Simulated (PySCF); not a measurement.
BeClH3OSi, SMILES [Cl][Be][O][SiH3].

The structure is a stationary point at PBE0-D3(BJ)/def2-SVP. One conformer was computed; it need not be the lowest.

Calculation: r2SCAN/def2-TZVPD in PySCF.

Gas-phase values at a fixed geometry.

```json
{
 "total_energy": "-841.59808 hartree",
 "point_group": "C3v",
 "highest_occupied_level": "-7.96 eV",
 "lowest_empty_level": "-0.87 eV",
 "orbital_gap": "7.09 eV",
 "dipole_moment": "1.10 D",
 "quadrupole, principal values (traceless, Buckingham form, about the centre of nuclear charge)": "-4.87, 2.44, 2.44 D·Å",
 "mean_static_polarisability": "58.8 bohr³ (8.72 Å³)",
 "polarisability_principal_values": "51.6, 51.6, 73.3 bohr³"
}
```
